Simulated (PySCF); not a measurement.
Isomers of C10H8O2, from PySCF 2.14.0, PBE0-D3(BJ)/def2-SVP geometry optimisation, gas phase. One conformer each, no zero-point energy, no frequencies.

Question: Which isomer lies lower at this level?
A. `[CH2:1]=[CH:2][C@@H:3]1[O:4][C:5](=[O:6])[c:7]2[cH:8][cH:9][cH:10][cH:11][c:12]21` with C1–C2–C3–O4 -128°: A = 1332, B = 932.2, C = 569.8 MHz, dipole 5.02 D
B. `[CH:1]#[C:2][c:3]1[cH:4][cH:5][cH:6][c:7]([C:8](=[O:9])[O:10][CH3:11])[cH:12]1` with C6–C7–C8–O9 3°, C7–C8–O10–C11 180°: A = 1715, B = 584.3, C = 437.1 MHz, dipole 1.27 D

Answer: A. That is `C=C[C@@H]1OC(=O)c2ccccc21`, 34.8 kcal/mol below the other.

```
                   SMILES                                                                      mapped SMILES      E (Eh)  relative (kcal/mol)  relative (kJ/mol)  dipole (D)
C=C[C@@H]1OC(=O)c2ccccc21  [CH2:1]=[CH:2][C@@H:3]1[O:4][C:5](=[O:6])[c:7]2[cH:8][cH:9][cH:10][cH:11][c:12]21  -535.34180                  0.0                0.0        5.02
     C#Cc1cccc(C(=O)OC)c1     [CH:1]#[C:2][c:3]1[cH:4][cH:5][cH:6][c:7]([C:8](=[O:9])[O:10][CH3:11])[cH:12]1  -535.28635                 34.8              145.6        1.27
```

As drawn, the lower has a C=C bond outside aromatic rings, which the higher lacks; the higher has a C≡C bond, which the lower lacks.
